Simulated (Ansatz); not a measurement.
`BBO[SiH](C)F`. Total charge 0; spin multiplicity 1. The structure was optimised at the PBE0-D4/def2-TZVP level. It is one conformer, not always the lowest.

```xyz
13

B     0.972    2.516   -1.436
B     0.846    1.403   -0.197
O     0.291    0.170   -0.346
Si    0.117   -1.083    0.705
C    -1.539   -1.853    0.463
F     1.249   -2.150    0.353
H     1.953    2.595   -2.121
H     0.122    3.338   -1.641
H     1.267    1.711    0.901
H     0.376   -0.608    2.084
H    -2.332   -1.139    0.698
H    -1.664   -2.175   -0.574
H    -1.659   -2.724    1.111
```

Problem. What is the dipole moment at B3LYP/def2-TZVPP? (Estimate.)

Solution. The calculation gave: 1.76 D, with components (-1.65, -0.04, 0.62) D in this frame, pointing from negative to positive charge.

Problem. And with PBE, r2SCAN, ωB97M-V? (Best estimate.)

Solution. The calculation gave: PBE 1.77 D, r2SCAN 1.76 D, ωB97M-V 1.75 D.

Problem. Give the Mulliken charges with B3LYP, ωB97M-V, PBE in def2-TZVPP. (Best estimate.)

Solution. Ansatz gave: 
```
atom  B3LYP  ωB97M-V    PBE
  B1  -0.11    -0.20  -0.09
  B2   0.10     0.09   0.09
  O3  -0.30    -0.30  -0.23
 Si4   0.71     0.65   0.61
  C5  -0.38    -0.44  -0.37
  F6  -0.32    -0.31  -0.27
  H7   0.05     0.08   0.03
  H8   0.04     0.08   0.03
  H9  -0.01     0.03  -0.03
 H10  -0.11    -0.06  -0.11
 H11   0.10     0.12   0.11
 H12   0.11     0.13   0.11
 H13   0.10     0.12   0.11
```

B3LYP here is the variant with VWN-RPA as its local correlation; programs differ in this.
